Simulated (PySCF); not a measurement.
Si(Cl)2(Me)(SH) (CH4Cl2SSi), SMILES S[Si](Cl)(Cl)C. Atoms are numbered in the order given.

```xyz
9

C     -1.6475    -1.3411     0.1576
Si    -0.2007    -0.1690     0.0232
S      1.5997    -1.0769    -0.7142
Cl    -0.6261     1.3266    -1.3488
Cl     0.1109     0.6920     1.8932
H     -1.4227    -2.1488     0.8828
H     -2.5466    -0.7952     0.5066
H     -1.8579    -1.7949    -0.8309
H      1.6858    -1.9346     0.3436
```

Geometry: PBE-D3(BJ)/def2-SVP. One conformer was computed; it need not be the lowest.

Calculation: PBE/pcSseg-1 run with PySCF.

GIAO shieldings, no solvent; atoms listed in one row are averaged. δ = σ(ref) − σ: ¹³C against TMS (σ = 182.0 ppm); ²⁹Si against TMS (σ = 335.4 ppm); ³³S against H2S (σ = 706.5 ppm); ³⁵Cl against HCl (σ = 936.5 ppm); ¹H against TMS (σ = 31.49 ppm), references at their B3LYP-D3(BJ)/def2-TZVP geometries, non-relativistic (without spin–orbit terms, shifts of atoms bonded to Cl or Br come out too high).

Computed chemical shifts:
```tsv
nucleus	atoms	count	δ (ppm)
¹³C	C1	1	19.9
²⁹Si	Si2	1	60.0
³³S	S3	1	112.0
³⁵Cl	Cl5	1	187.0
³⁵Cl	Cl4	1	130.4
¹H	H9	1	1.58
¹H	H6, H7, H8	3	1.40
```
